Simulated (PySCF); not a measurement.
**C₆ coefficients of unlike pairs at UHF**

Calculated with PySCF 2.14 from the dipole response of each species, C₆(A,B) = (3/π) ∫ α_A(iu) α_B(iu) du, in atomic units, from isotropic polarisabilities. For ions this is the dispersion term alone; charge-induced terms of lower order in 1/R come first.

```json
{"species": "Ar⁺", "configuration": "[Ne] 3s2 3p5 (2P)", "basis": "aug-cc-pV(D+d)Z (5s4p3d)", "relativity": "none", "α (bohr³)": "6.672", "C₆ (like pair)": "30.48"}
{"species": "Fe⁺", "configuration": "[Ar] 3d6 4s1 (6D)", "basis": "aug-cc-pVTZ-DK (8s7p5d3f2g)", "relativity": "spin-free X2C", "α (bohr³)": "34.63", "C₆ (like pair)": "180.2"}
{"species": "Re", "configuration": "[Xe] 4f14 5d5 6s2 (6S)", "basis": "aug-cc-pVTZ-PP with ECP60MDF (6s6p5d3f2g)", "relativity": "core potential", "α (bohr³)": "95.67", "C₆ (like pair)": "1118"}
{"species": "Al⁺", "configuration": "[Ne] 3s2 (1S)", "basis": "aug-cc-pV(T+d)Z (6s5p4d2f)", "relativity": "none", "α (bohr³)": "26.30", "C₆ (like pair)": "139.3"}
```

Estimate C₆ for Al⁺ with Re.

The integral gives 389.2. The combination rule 2 C_A C_B / (C_A α_B/α_A + C_B α_A/α_B) gives 382.6 and the geometric mean 394.6.

No spin-orbit coupling is included.

The other pairs:

| pair | C₆ |
| --- | --- |
| Al⁺, Fe⁺ | 157.0 |
| Re, Fe⁺ | 447.8 |
| Al⁺, Ar⁺ | 55.23 |
| Fe⁺, Ar⁺ | 61.94 |
| Re, Ar⁺ | 151.0 |
